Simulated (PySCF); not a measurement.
# C7H9N: calculation and literature

Geometry:
| atom | x (Å) | y (Å) | z (Å) |
| --- | --- | --- | --- |
| C1 | -2.345 | 0.462 | 0.371 |
| C2 | -1.354 | 0.019 | -0.702 |
| C3 | 0.030 | -0.167 | -0.157 |
| C4 | 0.895 | 0.902 | 0.035 |
| C5 | 2.147 | 0.677 | 0.581 |
| C6 | 2.497 | -0.621 | 0.920 |
| N7 | 1.690 | -1.661 | 0.742 |
| C8 | 0.494 | -1.425 | 0.218 |
| H9 | -3.349 | 0.571 | -0.044 |
| H10 | -2.389 | -0.268 | 1.183 |
| H11 | -2.050 | 1.420 | 0.804 |
| H12 | -1.331 | 0.761 | -1.506 |
| H13 | -1.695 | -0.918 | -1.150 |
| H14 | 0.590 | 1.906 | -0.246 |
| H15 | 2.844 | 1.491 | 0.739 |
| H16 | 3.471 | -0.835 | 1.351 |
| H17 | -0.146 | -2.294 | 0.077 |

Published estimates (parent shift plus substituent increments) and measurements: δ $^{13}$C C8 149.4; C6 147.1; C3 139.1; C4 135.1; C5 123.2; δ $^{1}$H H17 8.46; H16 8.42; H14 7.48; H15 7.19 ppm (estimated from measurements, as parent shift plus tabulated substituent increment; solution, not stated per compound (mostly CDCl3 or CCl4); Pretsch, Buehlmann, Badertscher, Structure Determination of Organic Compounds, 4th ed. (2009)).

PySCF 2.14 calculation with shielding tensors at B97-2/pcSseg-2 (GIAO) and geometry: PBE0-D3(BJ)/def2-TZVP; one conformer, relativity neglected, in vacuum, rapidly exchanging positions averaged.

Question: What does the calculation give, and how does it compare?

Answer: 
Reference values: estimated from measurements, as parent shift plus tabulated substituent increment (solution, not stated per compound (mostly CDCl3 or CCl4); Pretsch, Buehlmann, Badertscher, Structure Determination of Organic Compounds, 4th ed. (2009)).
```
atoms    quantity  reference  computed  computed, scaled
   C8  δ $^{13}$C      149.4     158.2             150.6
   C6  δ $^{13}$C      147.1     155.6             148.2
   C3  δ $^{13}$C      139.1     146.8             139.6
   C4  δ $^{13}$C      135.1     141.6             134.6
   C5  δ $^{13}$C      123.2     128.6             122.1
  H17   δ $^{1}$H       8.46      8.81              8.42
  H16   δ $^{1}$H       8.42      8.79              8.40
  H14   δ $^{1}$H       7.48      7.67              7.35
  H15   δ $^{1}$H       7.19      7.33              7.03
```

Computed shifts are σ(ref) − σ with the named reference compound (TMS for H and C) calculated as an isolated molecule at the same level. The measured values may be among those fitted. Scaled to experiment by linear calibration (H and C: mostly CDCl3 data, vs TMS): $^{13}$C (scatter 2.0 ppm rms, 2.1 ppm with the 3 outliers that the fit left out); $^{1}$H (scatter 0.14 ppm rms, 0.16 ppm with the 5 outliers that the fit left out). A few per cent of atoms miss by over 2 rms, more outside the fitted compound classes.

Question: How far are the unscaled $^{13}$C shifts from the references?

Answer: Mean signed difference +7.38 ppm, mean absolute 7.38 ppm over 5 comparisons; the largest is +8.8 ppm at C8 (aromatic CH next to a ring nitrogen).

Question: How far are the unscaled $^{1}$H shifts from the references?

Answer: Mean signed difference +0.26 ppm, mean absolute 0.26 ppm over 4 comparisons; the largest is +0.37 ppm at H16 (hydrogen on an aromatic CH next to a ring nitrogen).
